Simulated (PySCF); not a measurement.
Cl3FGe.

```xyz
5

F      0.0000     0.0000     1.9182
Ge     0.0000     0.0000     0.1929
Cl     1.7585     1.0153    -0.4595
Cl    -1.7585     1.0153    -0.4595
Cl     0.0000    -2.0306    -0.4595
```
Charge 0, spin multiplicity 1.

Geometry optimised at B3LYP-D3(BJ)/def2-SVP.

Computed with PBE0/pcSseg-1 in PySCF. Non-relativistic, no solvent.

Computed absolute GIAO shielding of each atom: isotropic value and principal components (ppm):
```csv
atom,σ(iso),σ11,σ22,σ33,span
F1,247.1,196.0,196.0,349.3,153.2
Ge2,1236.8,1186.9,1261.8,1261.8,74.9
Cl3,742.0,593.2,618.6,1014.3,421.1
Cl4,742.0,593.2,618.6,1014.3,421.1
Cl5,742.0,593.2,618.6,1014.3,421.1
```
